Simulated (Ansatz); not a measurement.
Mulliken charges of CH₆OSiTe (`OC([SiH3])[TeH]`) from r2SCAN/def2-TZVPP in Ansatz (PBE0-D4/def2-TZVP geometry).

```json
{"atom": "O1", "x (Å)": "-1.601", "y (Å)": "0.519", "z (Å)": "-0.245", "charge (e)": "-0.317"}
{"atom": "C2", "x (Å)": "-0.214", "y (Å)": "0.418", "z (Å)": "-0.114", "charge (e)": "-0.051"}
{"atom": "Si3", "x (Å)": "0.213", "y (Å)": "-0.997", "z (Å)": "1.065", "charge (e)": "0.274"}
{"atom": "Te4", "x (Å)": "0.816", "y (Å)": "0.010", "z (Å)": "-2.005", "charge (e)": "-0.008"}
{"atom": "H5", "x (Å)": "-1.812", "y (Å)": "1.192", "z (Å)": "-0.900", "charge (e)": "0.206"}
{"atom": "H6", "x (Å)": "0.253", "y (Å)": "1.350", "z (Å)": "0.222", "charge (e)": "0.108"}
{"atom": "H7", "x (Å)": "1.650", "y (Å)": "-0.883", "z (Å)": "1.420", "charge (e)": "-0.059"}
{"atom": "H8", "x (Å)": "-0.041", "y (Å)": "-2.294", "z (Å)": "0.386", "charge (e)": "-0.061"}
{"atom": "H9", "x (Å)": "-0.621", "y (Å)": "-0.910", "z (Å)": "2.293", "charge (e)": "-0.065"}
{"atom": "H10", "x (Å)": "1.440", "y (Å)": "1.543", "z (Å)": "-2.119", "charge (e)": "-0.026"}
```

Task: By hand: the dipole of these point charges (1 e Å = 4.8032 D).

Result: Σ q r = (0.132, 0.143, 0.029) e Å, of length 0.197 e Å = 0.95 D.

Task: How does the dipole of the full density compare? (Estimate.)

Result: Ansatz gave: (0.024, 0.310, -0.020) e Å, 1.50 D; the point charges give 0.63 times that, at 40° from its direction.

Point charges leave out the atoms' own dipoles, such as those of lone pairs, and Mulliken's split depends on the basis, so the two needn't agree.
